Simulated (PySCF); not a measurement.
A GIAO shielding run with PySCF 2.14 (density fitting, non-relativistic, gas phase) on `C=CC[Si@H](C#N)O[SiH3]`, C₄H₉NOSi₂:

```
$ OMP_NUM_THREADS=1 python probes_run.py task.json out

{"job": {"kind": "nmr", "xc": "PBE0", "basis": "pcSseg-1"}, "charge": 0, "multiplicity": 1}
C     -2.833363    -0.975373     0.064928
C     -1.693988    -0.632386    -0.508009
C     -1.117327     0.741323    -0.492425
Si     0.414368     0.814421     0.642486
C      1.191599     2.504881     0.417326
N      1.668225     3.537170     0.279316
O      1.509960    -0.285564     0.199352
Si     2.587188    -1.124170    -0.690313
H     -3.203164    -1.986134     0.041864
H     -3.449358    -0.253078     0.576058
H     -1.092721    -1.377333    -1.013200
H     -0.827343     1.023556    -1.507916
H     -1.866798     1.457164    -0.153042
H      0.158666     0.581088     2.059324
H      2.874509    -2.296514     0.129332
H      3.737599    -0.249727    -0.892456
H      1.934951    -1.467295    -1.954193
```

Hardware: 1 thread of an Arm Neoverse V1, shared host. The job also computes population analyses, field gradients.

Q: How large is the calculation?

A: 76 electrons, 195 basis functions and 1053 auxiliary functions.

Q: How long does it take, and how much memory does it need?

A: 36 s of wall time, with 14 SCF cycles and 5 response iterations; peak memory 0.86 GiB. Times on a shared host scatter by some tens of per cent.
